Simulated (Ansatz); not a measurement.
A run for Ansatz (a quantum-chemistry and plane-wave program): R-wB97M-V/def2-TZVPPD on CH3Br (SMILES CBr) with ghost functions, monomers drawn apart or pushed together. Files ending in .json are basis or fitting sets from the Basis Set Exchange.

Ansatz 0.2 input:
```yaml
crystal:
  periodic: [false, false, false]
  atoms:
    - {symbol: C, position_ang: [-0.10396163, -1.46929420, 3.23857831]}
    - {symbol: Br, position_ang: [-0.98854482, 0.26625906, 3.50058546]}
    - {symbol: H, position_ang: [0.76039857, -1.48914466, 3.89243495]}
    - {symbol: H, position_ang: [0.17844936, -1.52070646, 2.19278379]}
    - {symbol: H, position_ang: [-0.82127732, -2.23687384, 3.50584874]}
basis:
  gaussian:
    orbitals: def2-TZVPPD.json
    ghost_atoms:
      - {symbol: O, position_ang: [0.34622330, 0.03161449, -0.11398864]}
      - {symbol: H, position_ang: [-0.02326593, 0.55664892, 0.60845326]}
      - {symbol: H, position_ang: [-0.32053056, 0.05273740, -0.80785887]}
hamiltonian:
  xc: {name: wB97M-V}
scf: {lower_state_search: off}
```

The head of its log:

```
WARN ansatz: RAYON_NUM_THREADS=1 ignored (pool sized by the plan → 1); use --threads N
Functional definition: wB97M-V
these checks for a lower state are left out or cut short: stability, starts, cluster_reference, orbital_swaps, neighbouring_geometries, increment
integrals: 0.17 GiB planned
1086 factors; their error is unknown
integrals: 0.20 GiB planned
301 factors; integrals over basis functions are off by at most 3.8e-5 eV
mean field: 1.37 GiB planned
mean field evaluation 1: about -71126.8201 eV, gradient 2.3e1 eV
mean field evaluation 2: about -71127.3055 eV, gradient 1.6e1 eV
```

Task: What total energy does the run end on?

Result: -2613.9087 hartree.
